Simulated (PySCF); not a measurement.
Compound: C₅H₁₀OSi.
Atom-mapped SMILES: `[CH2:1]=[CH:2][Si@@H:3]1[CH2:4][CH2:5][CH2:6][O:7]1`

NICS = −σ at a ghost point: NICS(0) at the centroid of the ring atoms, NICS(1) 1 Å to either side along the normal of their mean plane, zz for the tensor component along that normal. Level: GIAO CAM-B3LYP/pcSseg-1 (PySCF, non-relativistic, gas phase) on the PBE0-D3(BJ)/def2-SVP geometry, one conformer.

Ring bond lengths (Å): Si3–C4 1.891, C4–C5 1.536, C5–C6 1.530, C6–O7 1.413, O7–Si3 1.685.

Problem. What do the NICS probes read (ppm)?

Solution. 
```
           ring                                                    type  NICS(0)  NICS(1), two faces  NICS(1)zz, two faces  rms pucker (Å)  centre to ring atoms, mean (Å)
Si3–C4–C5–C6–O7  5-membered ring with O and Si; formal bonds all single     -5.5         -2.9 / -3.2           -4.0 / -4.0            0.17                            1.35
```

Problem. What can be read from them?

Solution. 
- Si3–C4–C5–C6–O7: mean NICS(1)zz -4.0 ppm, shielded. Si3, C4, C5, C6 have four or more neighbours; no verdict on aromaticity is drawn.

Problem. At the second NICS(1) probe listed for ring Si3–C4–C5–C6–O7, 1 Å off the ring, what do the in-plane components average?

Solution. The isotropic value is a third of the trace: (3 × -3.2 − (-4.0))/2 = -2.8 ppm.

Problem. Give the inner angles of the rings.

Solution. 
- Si3–C4–C5–C6–O7: Si3 95.1°, C4 100.8°, C5 107.5°, C6 108.9°, O7 112.9°; sum 525.1° against 540° for a flat convex ring.

Problem. What are the shieldings of the ring atoms and their hydrogens in the same run (means over atoms taken as equivalent)?

Solution. 
```
   atoms                  environment  σ isotropic (ppm)
     Si3         oxygen-bound silicon              325.1
      C4  sp3 carbon bound to silicon              171.5
      C5              ring CH2 carbon              153.0
      C6   sp3 carbon bound to oxygen              112.1
      O7           silyl ether oxygen              286.0
H on Si3                Si–H hydrogen              26.57
 H on C4           methylene hydrogen              30.57
 H on C4           methylene hydrogen              30.59
 H on C5           methylene hydrogen              29.52
 H on C5           methylene hydrogen              29.66
 H on C6           methylene hydrogen              27.21
 H on C6           methylene hydrogen              27.75
```

Problem. How do the values depend on the level or the medium?

Solution. 
```
                                 level  NICS(0), Si3–C4–C5–C6–O7  mean NICS(1)zz, Si3–C4–C5–C6–O7
               CAM-B3LYP/pcSseg-1, gas                      -5.5                             -4.0
                    PBE0/pcSseg-1, gas                      -5.9                             -4.2
PBE0/pcSseg-1, IEF-PCM tetrahydrofuran                      -5.9                             -4.2
          PBE0/pcSseg-1, IEF-PCM water                      -5.9                             -4.2
```

The geometry is the same throughout; the continuum's cavity takes Bondi-type radii × 1.2.
